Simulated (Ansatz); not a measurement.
`[OH][Sn]([OH])[Cl]` radical, 6 atoms. Charge 0, multiplicity 2. Correlated methods include outer-core shells of Sn, which these sets cover unevenly. Sn: def2 effective core potential. All runs use 4 threads of a server CPU on a shared host. Correlated methods freeze the cores. Open-shell runs search over several starts.

Q: How many basis functions does each run have, and how long does it take in Ansatz? UKS PBE0-D4/def2-TZVPP energy; UHF-CCSD(T)/def2-TZVPP energy; UKS r2SCAN0-D4/def2-TZVPP energy; UKS PBE0-D4/def2-QZVPP energy; UKS PBE0-D4/def2-TZVP frequencies; UKS ωB97M-V/def2-TZVPP energy and forces; UHF-CCSD(T)/def2-SVP energy; UHF-MP2/def2-QZVPP energy; UKS PBE0-D4/def2-SVP energy; UKS ωB97M-V/def2-SVP energy; direct RPA on PBE orbitals/def2-TZVPP energy; UKS B3LYP-D4/def2-TZVPP energy and forces. (Estimate.)

A: Ansatz gave: Other jobs shared the machine, so times are rough.

```csv
level,job,functions,wall time,peak host memory (GiB)
UKS PBE0-D4/def2-SVP,energy,82,2.4 s,0.24
UKS ωB97M-V/def2-SVP,energy,82,7 s,0.42
direct RPA on PBE orbitals/def2-TZVPP,energy,182,9.5 s,0.52
UKS PBE0-D4/def2-TZVPP,energy,182,11 s,0.55
UKS B3LYP-D4/def2-TZVPP,energy and forces,182,11 s,0.54
UKS r2SCAN0-D4/def2-TZVPP,energy,182,12 s,0.61
UKS PBE0-D4/def2-QZVPP,energy,326,17 s,1.2
UHF-CCSD(T)/def2-SVP,energy,82,20 s,0.57
UKS ωB97M-V/def2-TZVPP,energy and forces,182,26 s,0.78
UHF-MP2/def2-QZVPP,energy,326,34 s,1.4
UKS PBE0-D4/def2-TZVP,frequencies,161,2.1 min,0.51
UHF-CCSD(T)/def2-TZVPP,energy,182,4.6 min,5.5
```

B3LYP here is the variant with VWN-RPA as its local correlation; programs differ in this.
